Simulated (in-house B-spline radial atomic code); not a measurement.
# RPA and G0W0 on TPSS: the cadmium ion Cd⁷⁺

Configuration [Kr] 4d5, highest spin, mean-field start TPSS. Computed with an all-electron radial atomic-structure program (B-spline basis): all electrons, non-relativistic, point nucleus, each spin shell either full or empty, empty states to l = 9 with an (l + 1/2)⁻⁴ tail; G0W0 by contour deformation at full frequency.

Without relativity these are model numbers: it shifts the levels of so heavy an element strongly and can reorder them.

Command:
```bash
python run_gw.py task.json out
```
Settings (radii: box in bohr, nucleus in fm):
```
Z                        48
electrons                41
configuration            [Kr] 4d5
hamiltonian              nr
method                   tpss,tpss
lmax                     9
spin_polarised           True
box_radius               8.41
intervals                51
```

Run time, properties included: 2.5 s on 1 thread of Arm Neoverse V2 (shared host).

Energies (hartree):

```
                                     term        value
                         mean-field total  -5453.21590
Hartree-Fock functional on these orbitals  -5451.45525
                      direct second order      -3.4772
                    second-order exchange       0.9931
                         SOSEX correction      0.93452
```

(1) What is the RPA correlation energy, and what remains with SOSEX?

Quasi-particle levels (eV):

```csv
level,occupied,mean field,Σx - vxc,Σc,QP weight,G0W0
4d up,yes,-122.31,-10.67,?,?,?
4p down,yes,-174.52,-10.50,-0.42,0.956,-185.44
4d down,no,-116.52,12.81,-4.04,0.965,-107.75
```

G0W0 = mean field + (Σx - vxc) + Σc, with Σc (partial-wave tail included) taken at the quasi-particle energy. Only the outer levels were computed. Levels of low weight are left out.

(2) Where does G0W0 put 4d up?

Results:

(1) RPA gives -3.1192 hartree (-2.07 eV per electron); RPA + SOSEX gives -2.1847, and the second-order doubles -2.4841 hartree (no singles). RPA lacks exchange-type terms and so overcorrelates at short range.

(2) At -132.99 eV, with Σc = 0.00 eV and a quasi-particle weight of 0.965. The tabulated removal energy is 130.1 ± 2.1 eV (NIST, tabulated theory); the calculation leaves out relativity, Breit and QED terms, and what these don't explain is the method's own error.
